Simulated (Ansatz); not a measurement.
Input file for Ansatz (a first-principles code): R-HF/def2-TZVPP on Cl2Te (SMILES Cl[Te]Cl), atoms moved off the minimum. Elements past Kr take the def2 small-core potentials; no spin–orbit coupling.

Ansatz 0.2 input:
```yaml
crystal:
  periodic: [false, false, false]
  atoms:
    - {symbol: Te, position_ang: [-0.09795955, -0.06482229, 0.53313991]}
    - {symbol: Cl, position_ang: [1.13359375, 1.34265908, -0.91414936]}
    - {symbol: Cl, position_ang: [-1.26465615, -1.30626571, -0.95112195]}
basis:
  gaussian:
    orbitals: def2-TZVPP
hamiltonian:
  xc: {name: HF}
scf: {lower_state_search: off}
output: {forces: true}
```

It printed:

```
WARN ansatz: RAYON_NUM_THREADS=4 ignored (pool sized by the plan → 4); use --threads N
Functional definition: HF
these checks for a lower state are left out or cut short: stability, starts, cluster_reference, orbital_swaps, neighbouring_geometries, increment
integrals: 0.09 GiB planned
979 factors; integrals over basis functions are off by at most 1.3e-3 eV
mean field: 0.43 GiB planned
mean field evaluation 1: about -32272.9020 eV, gradient 1.9e1 eV
mean field evaluation 2: about -32273.1192 eV, gradient 1.9e1 eV
mean field evaluation 4: about -32274.1657 eV, gradient 1.5e0 eV
mean field evaluation 8: about -32274.1862 eV, gradient 1.4e-1 eV
mean field -32274.18637552 eV, -1186.0544730713 hartree, gradient 2.7e-6 eV, S^2 0.000000; 0 other end points of the search recorded, 0 dependent functions left out
the calculation of the forces begins
reference -32274.18637552 eV, -1186.0544730713 hartree; 29, 29 occupied and 105, 105 virtual orbitals, 979 factors
Total energy: -32274.18637552 eV, -1186.0544730713 hartree
Atom 0 at    -0.097960    -0.064822     0.533140 Å, force     0.843601     0.917948     0.442601 eV/Å
Atom 1 at     1.133594     1.342659    -0.914149 Å, force    -0.381122    -0.430834     0.300908 eV/Å
Atom 2 at    -1.264656    -1.306266    -0.951122 Å, force    -0.462479    -0.487115    -0.743509 eV/Å
Dipole moment:    -0.070122    -0.091298     0.429056 e Å
Checks for a lower state left out: stability, starts, cluster_reference, orbital_swaps, neighbouring_geometries, increment
```

The calculation finished and met its thresholds.

Cost: about 4 core-seconds (a rough figure).
